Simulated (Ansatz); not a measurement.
Consider the redistribution: `C[Se][SiH2]N` + `[SiH3][SiH2][SnH3]` → `N[SiH2][SiH2][SiH3]` + `C[Se][SnH3]`.

Calculated with Ansatz (gas phase, PBE0-D4/def2-TZVP geometries, no zero-point term in ΔE). CCSD(T)/CBS adds triple-zeta CCSD(T) − MP2 to the extrapolated MP2 energy (def2 sets, frozen cores). DFT in def2-TZVPP. def2 core potentials past Kr. For Se, Sn outer-core shells are correlated without core-valence functions, which leaves a few kJ/mol of doubt a bond. Scalar relativity is left out up to krypton. Each species was taken in one conformer, which may not be the lowest.

**Question.** Is it downhill or uphill in electronic energy at CCSD(T)/CBS, and by how much? (Best estimate.)

**Answer.** The calculation gave: Uphill: ΔE = +30.5 kJ/mol.

**Question.** What do these levels give: PBE-D4, r2SCAN-D4, PBE0-D4, PBE, r2SCAN, MP2/def2-TZVPP, CCSD/def2-TZVPP, CCSD(T)/def2-TZVPP, HF/def2-QZVPP, SCS-MP2/def2-QZVPP, MP2/CBS(def2), CCSD/CBS(def2)? (An estimate is asked.)

**Answer.** Computed: PBE-D4 29.0, r2SCAN-D4 31.1, PBE0-D4 29.9, PBE 28.2, r2SCAN 30.9, MP2/def2-TZVPP 36.7, CCSD/def2-TZVPP 31.0, CCSD(T)/def2-TZVPP 31.6, HF/def2-QZVPP 23.3, SCS-MP2/def2-QZVPP 32.0, MP2/CBS(def2) 35.6, CCSD/CBS(def2) 29.9 kJ/mol.

Largest T1 diagnostic among the species: 0.014.

In def2-TZVPP, CCSD(T) changes the Hartree–Fock value by +7.7 kJ/mol (the triples alone add +0.6 kJ/mol) and MP2 by +12.8 kJ/mol.
